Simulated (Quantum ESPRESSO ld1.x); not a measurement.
Problem. These are the eigenvalues of the occupied orbitals of an atom or ion with whole-number occupations (eV). Calculated with ld1.x of Quantum ESPRESSO 7.5: scalar-relativistic Kohn-Sham, LDA (Slater exchange, Perdew-Zunger correlation), spin-polarised, spherical densities, point nucleus.

| orbital | eigenvalue |
|---|---|
| 1s up | -70241.5 |
| 1s down | -70240.9 |
| 2s up | -14435.9 |
| 2s down | -14417.2 |
| 2p up | -13019.5 |
| 2p down | -13004.3 |
| 3s up | -5252.01 |
| 3s down | -5231.77 |
| 3p up | -4829.40 |
| 3p down | -4809.04 |
| 3d up | -4386.49 |
| 3d down | -4361.43 |

Which element is it, and in what charge state? The configuration may be excited. Open shells, if any, are filled with parallel spins first.

Solution. Z = 73, tantalum, charge +49: Ta49+ in [Ar] 3d6. The list shows which subshells hold electrons but not how many an open one holds; the 1s level, -2581.3 hartree, gives Z - s = 71.9 by -(Z - s)^2/2, which with screening and relativity narrows Z to a few neighbours, and the depths of the outer levels then fix element, charge and occupations together.
